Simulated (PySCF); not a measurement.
A geometry optimisation on `FC(F)=C(F)C1([S-])CC1`.

Method: PBE0-D3(BJ)/def2-SVP geometry optimisation, gas phase (PySCF 2.14.0). Start geometry: GFN2-xTB. A driver script takes a list of jobs; this job's settings line and coordinates (Å) are shown.

Input:
```
{"job": {"xc": "PBE0", "basis": "def2-SVP", "d3": "d3bj", "grid": 1, "kind": "geom"}, "charge": -1, "multiplicity": 1}
F      3.244760    -0.726293     0.037894
C      1.945660    -0.568215    -0.304546
F      1.658455    -1.387956    -1.327912
C      1.080117     0.268557     0.270056
F      1.543170     0.965737     1.345612
C     -0.283720     0.573130    -0.188233
S     -0.171687     1.972101    -1.276093
C     -1.260216    -0.554690    -0.397314
C     -1.430834     0.377511     0.768503
H     -1.945891    -0.458906    -1.225857
H     -0.931754    -1.568220    -0.207259
H     -1.221034     0.006826     1.763957
H     -2.231415     1.100904     0.723466
```

Output:
```
step   0  E = -889.48009919  max force = 0.018125
step   1  E = -889.48384149  max force = 0.004182
step   2  E = -889.48417643  max force = 0.003490
step   3  E = -889.48424978  max force = 0.003895
step   4  E = -889.48448000  max force = 0.001460
step   5  E = -889.48459415  max force = 0.000823
step   6  E = -889.48465595  max force = 0.002417
step   7  E = -889.48469913  max force = 0.000929
step   8  E = -889.48470869  max force = 0.000280
optimisation converged
```

Energies in Eh; «max force» is the largest Cartesian gradient component in Eh/bohr.

Task: Give the first gradient maximum in eV/Å.

Result: With 1 Eh/bohr = 51.422 eV/Å, 0.932 eV/Å.

In short: final energy -889.48471 Eh after 8 steps.

Task: Where do the atoms end?

Result: 0.161 Å rms from the input after alignment:
```
atom  x, y, z in Å
F1     3.1386   -0.8276    0.3151
C2     1.9010   -0.6423   -0.1399
F3     1.6196   -1.5297   -1.0823
C4     1.0744    0.3177    0.2804
F5     1.5500    1.1099    1.2581
C6    -0.2685    0.6413   -0.2316
S7    -0.3157    2.1267   -1.2273
C8    -1.1940   -0.5194   -0.5184
C9    -1.4139    0.3115    0.7103
H10   -1.8451   -0.3507   -1.3796
H11   -0.8385   -1.5480   -0.3901
H12   -1.1991   -0.1463    1.6838
H13   -2.2158    1.0538    0.7019
```

The run took about 2.1 min of CPU time (one thread, shared machine).
Labels such as C1 count atoms from 1, the log's own numbers from 0.
